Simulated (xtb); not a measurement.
A run for xtb: GFN2-xTB on AlFH4N2 (SMILES [NH2][Al]([NH2])[F]), a point of a torsion scan.

```
$ xtb mol.xyz --gfn 2 --opt vtight --chrg 0 --uhf 0 --input xcontrol
8

N      1.43190592    -0.54883803     0.13212053
Al    -0.04714888     0.64972285     0.25792963
N     -0.30440985     1.49000660     1.96105672
F     -1.56678521     0.17570985    -0.62144955
H      1.74244959    -0.91227758     1.05247728
H      2.24092519    -0.15997284    -0.39885833
H     -0.50045985     0.71497350     2.62082458
H      0.46360757     2.11763286     2.22862378
$constrain
  force constant=1.0
  dihedral: 5,1,2,4,240.0
$end
```

Output:

```
[...]
           -------------------------------------------------
          |                Calculation Setup                |
           -------------------------------------------------



           -------------------------------------------------
          |                 G F N 2 - x T B                 |
           -------------------------------------------------

        Reference                      10.1021/acs.jctc.8b01176
      * Hamiltonian:
        H0-scaling (s, p, d)           1.850000    2.230000    2.230000
        zeta-weighting                 0.500000
      * Dispersion:
        s8                             2.700000
        a1                             0.520000
        a2                             5.000000
        s9                             5.000000
      * Repulsion:
        kExp                           1.500000    1.000000
        rExp                           1.000000
      * Coulomb:
        alpha                          2.000000
        third order                    shell-resolved
        anisotropic                    true
        a3                             3.000000
        a5                             4.000000
        cn-shift                       1.200000
        cn-exp                         4.000000
        max-rad                        5.000000


          ...................................................
          :                      SETUP                      :
          :.................................................:
          :  # basis functions                  26          :
          :  # atomic orbitals                  25          :
          :  # shells                           13          :
          :  # electrons                        24          :
          :  max. iterations                   250          :
          :  Hamiltonian                  GFN2-xTB          :
          :  restarted?                      false          :
          :  GBSA solvation                  false          :
          :  PC potential                    false          :
          :  electronic temp.          300.0000000     K    :
          :  accuracy                    1.0000000          :
          :  -> integral cutoff          0.2500000E+02      :
          :  -> integral neglect         0.1000000E-07      :
          :  -> SCF convergence          0.1000000E-05 Eh   :
          :  -> wf. convergence          0.1000000E-03 e    :
          :  Broyden damping             0.4000000          :
          :  net charge                          0          :
          :  unpaired electrons                  0          :
          ...................................................

 iter      E             dE          RMSdq      gap      omega  full diag
   1    -13.7769996 -0.137770E+02  0.160E+01    2.35       0.0  T
   2    -13.8180960 -0.410964E-01  0.812E+00    2.41       1.0  T
   3    -13.8116708  0.642516E-02  0.395E+00    1.72       1.0  T
   4    -13.8318280 -0.201572E-01  0.128E+00    2.52       1.0  T
   5    -13.8337026 -0.187451E-02  0.380E-01    2.31       1.0  T
   6    -13.8338196 -0.117032E-03  0.992E-02    2.35       1.0  T
   7    -13.8338502 -0.306159E-04  0.476E-02    2.31       1.0  T
   8    -13.8338520 -0.178246E-05  0.259E-02    2.32       1.4  T
   9    -13.8338525 -0.504508E-06  0.690E-03    2.32       5.1  T
  10    -13.8338525 -0.142022E-07  0.226E-03    2.32      15.6  T
  11    -13.8338525 -0.377024E-08  0.875E-04    2.32      40.4  T
  12    -13.8338525 -0.304993E-09  0.245E-04    2.32     144.2  T

   *** convergence criteria satisfied after 12 iterations ***

         #    Occupation            Energy/Eh            Energy/eV
      -------------------------------------------------------------
         1        2.0000           -0.7641656             -20.7940
       ...           ...                  ...                  ...
         6        2.0000           -0.5031079             -13.6903
         7        2.0000           -0.4668110             -12.7026
         8        2.0000           -0.4656792             -12.6718
         9        2.0000           -0.4557019             -12.4003
        10        2.0000           -0.4370774             -11.8935
        11        2.0000           -0.4110335             -11.1848
        12        2.0000           -0.3816552             -10.3854 (HOMO)
        13                         -0.2965371              -8.0692 (LUMO)
        14                         -0.1273728              -3.4660
        15                         -0.1177562              -3.2043
        16                         -0.1097498              -2.9864
        17                          0.0016724               0.0455
       ...                                ...                  ...
        25                          0.6719547              18.2848
      -------------------------------------------------------------
                  HL-Gap            0.0851181 Eh            2.3162 eV
             Fermi-
[...]
 SCC (total)                   0 d,  0 h,  0 min,  0.002 sec
 SCC setup                      ...        0 min,  0.000 sec (  1.961%)
 Dispersion                     ...        0 min,  0.000 sec (  0.610%)
 classical contributions        ...        0 min,  0.000 sec (  0.270%)
 integral evaluation            ...        0 min,  0.000 sec ( 24.166%)
 iterations                     ...        0 min,  0.000 sec ( 21.210%)
 molecular gradient             ...        0 min,  0.001 sec ( 47.643%)
 printout                       ...        0 min,  0.000 sec (  3.738%)

         :::::::::::::::::::::::::::::::::::::::::::::::::::::
         ::                     SUMMARY                     ::
         :::::::::::::::::::::::::::::::::::::::::::::::::::::
         :: total energy             -13.800787688482 Eh    ::
         :: gradient norm              0.000081211332 Eh/a0 ::
         :: HOMO-LUMO gap              4.078091700905 eV    ::
         ::.................................................::
         :: SCC energy               -13.920416328995 Eh    ::
         :: -> isotropic ES            0.073457690063 Eh    ::
         :: -> anisotropic ES          0.004345434061 Eh    ::
         :: -> anisotropic XC          0.000195819174 Eh    ::
         :: -> dispersion             -0.002904859107 Eh    ::
         :: repulsion energy           0.119618324058 Eh    ::
         :: add. restraining           0.000010316454 Eh    ::
         :: total charge              -0.000000000000 e     ::
         :::::::::::::::::::::::::::::::::::::::::::::::::::::

           -------------------------------------------------
          |                Property Printout                |
           -------------------------------------------------

    * Orbital Energies and Occupations

         #    Occupation            Energy/Eh            Energy/eV
      -------------------------------------------------------------
         1        2.0000           -0.7743852             -21.0721
         2        2.0000           -0.5914920             -16.0953
         3        2.0000           -0.5842501             -15.8983
         4        2.0000           -0.5112297             -13.9113
         5        2.0000           -0.5046045             -13.7310
         6        2.0000           -0.5041341             -13.7182
         7        2.0000           -0.4763378             -12.9618
         8        2.0000           -0.4749093             -12.9229
         9        2.0000           -0.4592615             -12.4971
        10        2.0000           -0.4356472             -11.8546
        11        2.0000           -0.3876354             -10.5481
        12        2.0000           -0.3814466             -10.3797 (HOMO)
        13                         -0.2315795              -6.3016 (LUMO)
        14                         -0.1068286              -2.9070
        15                         -0.0167358              -0.4554
        16                         -0.0105447              -0.2869
        17                          0.0104903               0.2855
        18                          0.0296208               0.8060
        19                          0.0857927               2.3345
        20                          0.1337982               3.6408
        21                          0.2208170               6.0087
        22                          0.2360601               6.4235
        23                          0.5050770              13.7438
       ...                                ...                  ...
        25                          1.0538246              28.6760
      -------------------------------------------------------------
                  HL-Gap            0.1498671 Eh            4.0781 eV
             Fermi-level           -0.3065130 Eh           -8.3406 eV

     #   Z          covCN         q      C6AA      α(0)
     1   7 N        2.504    -0.401    30.449     8.195
     2  13 Al       2.245     0.375   119.159    24.076
     3   7 N        2.504    -0.398    30.370     8.184
     4   9 F        0.672    -0.275    12.056     4.099
     5   1 H        0.861     0.170     1.275     1.769
     6   1 H        0.862     0.179     1.218     1.728
     7   1 H        0.861     0.180     1.213     1.725
     8   1 H        0.861     0.170     1.272     1.767

 Mol. C6AA /au·bohr⁶  :        851.404828
 Mol. C8AA /au·bohr⁸  :      33875.646785
 Mol. α(0) /au        :         51.542558


Wiberg/Mayer (AO) data.
largest (>0.10) Wiberg bond orders for each atom

 ---------------------------------------------------------------------------
     #   Z sym  total        # sym  WBO       # sym  WBO       # sym  WBO
 ---------------------------------------------------------------------------
     1   7 N    3.222 --     2 Al   1.268     5 H    0.926     6 H    0.918
     2  13 Al   3.924 --     3 N    1.299     1 N    1.268     4 F    1.195
     3   7 N    3.253 --     2 Al   1.299     8 H    0.932     7 H    0.922
     4   9 F    1.276 --     2 Al   1.195
     5   1 H    0.971 --     1 N    0.926
     6   1 H    0.968 --     1 N    0.918
     7   1 H    0.968 --     3 N    0.922
     8   1 H    0.971 --     3 N    0.932
 ---------------------------------------------------------------------------

Topologies differ in total number of bonds
Writing topology from bond orders to xtbtopo.mol

molecular dipole:
                 x           y           z       tot (Debye)
 q only:        0.684       0.062       0.595
   full:        0.722       0.000       0.630       2.435
molecular quadrupole (traceless):
                xx          xy          yy          xz          yz          zz
 q only:       -1.808      -2.039       0.063      -1.627       2.427       1.746
  q+dip:       -2.086      -3.779      -0.260      -2.311       3.998       2.345
   full:       -3.438      -2.924       1.143      -2.459       1.638       2.295

           -------------------------------------------------
          |                Geometry Summary                 |
           -------------------------------------------------

      molecular mass/u    :       78.0251111
   center of mass at/Å    :        0.0084548       0.3835265       0.5470063
  moments of inertia/u·Å² :        0.7785400E+02   0.8801566E+02   0.1646164E+03
rotational constants/cm⁻¹ :        0.2165288E+00   0.1915299E+00   0.1024056E+00

 * 7 selected distances

     #   Z          #   Z                                           value/Å
     1   7 N        2  13 Al                                      1.7830526 (max)
     2  13 Al       3   7 N                                       1.7718110
     2  13 Al       4   9 F                                       1.6576154
     1   7 N        5   1 H                                       1.0095703
     1   7 N        6   1 H                                       1.0135011
     3   7 N        7   1 H                                       1.0099584
     3   7 N        8   1 H                                       1.0077612 (min)

 * 3 distinct bonds (by element types)

   Z      Z             #   av. dist./Å        max./Å        min./Å
   1 H    7 N           4     1.0101978     1.0135011     1.0077612
   7 N   13 Al          2     1.7774318     1.7830526     1.7718110
   9 F   13 Al          1     1.6576154     1.6576154     1.6576154


optimized geometry written to: xtbopt.xyz


           -------------------------------------------------
          | TOTAL ENERGY              -13.800787688482 Eh   |
          | GRADIENT NORM               0.000081211332 Eh/α |
          | HOMO-LUMO GAP               4.078091700905 eV   |
           -------------------------------------------------

------------------------------------------------------------------------
Note: The following floating-point exceptions are signalling: IEEE_UNDERFLOW_FLAG IEEE_DENORMAL
normal termination of xtb
------------------------------------------------------------------------
 total:
 SCF:
 ANC optimizer:
```

The run finished.

Warnings raised: the energy holds the restraint's term.

Cost: roughly 0.10 core-seconds.
